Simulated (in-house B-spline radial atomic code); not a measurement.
Results of a calculation; reference values are marked as such.
**Weak and strong correlation along the adiabatic connection**

Two-electron singlets in several external potentials (atomic units), by full CI in B-splines with partial waves to l = 8 (correlation energies up to 0.6 % small). The repulsion is scaled by λ at fixed density; W(λ) is the mean repulsion less the Hartree energy, W(0) = E_x, and the area under W from 0 to 1 is E_xc.

Relative drop (W(λ) − E_x)/E_x:

```
                            system  λ = 0.12  λ = 0.25  λ = 0.4  λ = 0.6  λ = 0.8   λ = 1
    ω²r²/2 − Z/r, ω = 0.703, Z = 1    0.0131    0.0264   0.0406   0.0578   0.0735  0.0877
−V exp(−r²/w²), V = 4.64, w = 6.16    0.0231    0.0454   0.0680   0.0939   0.1158  0.1345
 −V exp(−r²/w²), V = 1.16, w = 4.4    0.0298    0.0575   0.0846   0.1144   0.1387  0.1588
−V exp(−r²/w²), V = 3.12, w = 3.08    0.0188    0.0372   0.0564   0.0790   0.0986  0.1159
                  ω²r²/2, ω = 3.23    0.0085    0.0173   0.0270   0.0393   0.0507  0.0614
 ω²r²/2 − Z/r, ω = 0.0989, Z = 0.5    0.0351    0.0666   0.0965   0.1286   0.1542  0.1751
 −Z/r, Z = 4.57, wall at 0.42 bohr    0.0024    0.0049   0.0078   0.0117   0.0154  0.0190
```

**Question.** Order the systems by how far second-order (GL2) theory, half the initial slope (estimated from the first points of each curve), overshoots the correlation energy, least first.
A. −V exp(−r²/w²), V = 1.16, w = 4.4
B. −Z/r, Z = 4.57, wall at 0.42 bohr
C. ω²r²/2, ω = 3.23
D. ω²r²/2 − Z/r, ω = 0.0989, Z = 0.5
E. ω²r²/2 − Z/r, ω = 0.703, Z = 1
F. −V exp(−r²/w²), V = 3.12, w = 3.08
G. −V exp(−r²/w²), V = 4.64, w = 6.16

**Answer.** B (GL2/E_c = 1.03), C (GL2/E_c = 1.12), E (GL2/E_c = 1.19), F (GL2/E_c = 1.26), G (GL2/E_c = 1.33), A (GL2/E_c = 1.43), D (GL2/E_c = 1.52).

**Question.** What else changes along this order?

**Answer.** The ratio follows the bend of the curve. With it the leading natural occupation goes from 1.999 to 1.899 and −T_c/E_c from 0.97 to 0.67 between the first and the last.
